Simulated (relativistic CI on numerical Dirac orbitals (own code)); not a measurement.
## Hyperfine structure of Rb²⁺, mass number 85

Method of calculation: Dirac-Coulomb-Breit CI, separate exchange-only KLI orbitals for each configuration, a model potential for QED, valence Slater integrals scaled by 0.85, P86 correlation energy added to each configuration (own radial code, finite nucleus).

CI space (outside the closed core [Ar] 3d10): 4s2 4p5, 4s 4p6, 4s2 4p4 4d, 4s2 4p4 4f, 4s2 4p4 5s, 4s 4p5 4d, 4s2 4p4 5p, 4s2 4p4 6s, 4s2 4p4 5d, 4s 4p5 4f, 4s2 4p4 6p, 4s2 4p4 6d, 4s2 4p4 5f, 4s2 4p4 5g. Double excitations out of closed p, d and f shells are left out; levels of such configurations are missing from the list, as are those of other unlisted configurations, and high levels can miss mixing partners.

Nuclear spin I = 5/2, μ = 1.35306 μN, Q = 0.276 b (tables of Stone and Pyykkö). The electronic factors are computed for point nuclear moments, without core polarisation; leaving it out makes A of s and p electrons in near-neutral atoms 20 to 40 % too small, and it can dominate for d and f shells.

| Level | E (eV) | A (MHz) | B (MHz) |
| --- | --- | --- | --- |
| 4s2 4p5 2P°_3/2 | 0.0000 | 683.3 | -628 |
| 4s2 4p5 2P°_1/2 | 0.9076 | 3776 |  |
| 4s 4p6 2S_1/2 | 16.7454 | 11030 |  |
| 4s2 4p4 4d 4D_7/2 | 19.5541 | 171.9 | -399 |
| 4s2 4p4 4d 4D_5/2 | 19.5820 | 361.1 | -137 |
| 4s2 4p4 4d 4D_3/2 | 19.6742 | 586.4 | 7.16 |
| 4s2 4p4 4d 4D_1/2 | 19.7840 | 1256 |  |
| 4s2 4p4 4d 4F_9/2 | 20.5515 | 343 | 650 |

Levels with J = 0, under 50 % of one LS term, or S terms without an open s electron are left out. Small factors come from cancelling terms and can be off by tens of per cent or more.

Correlation outside the listed configurations is missing or only estimated: errors of thousands of cm⁻¹ between configurations and terms are usual at this charge. Rates and lifetimes follow the computed energies and can be off by large factors. The fine structure of a lone outer electron comes out too small, for d and f at times inverted, and misplaced configurations move strength between like terms. 42 of the 69 excited levels that our extract of the measured tables holds in this range could be paired (the sources list more); they are missed by 3767 cm⁻¹ on average and 5703 at most, and levels without a partner can miss by more.

(1) Give the hyperfine levels of 4s2 4p5 2P°_1/2 relative to its centre of gravity.

## Answers

(1) With K = F(F + 1) − I(I + 1) − J(J + 1), E = AK/2: F = 2: -6608, F = 3: 4720 MHz.

LS names give the leading component of a level, which can be under half, so a name can repeat, a term be missing and a line seem to break the LS rules.
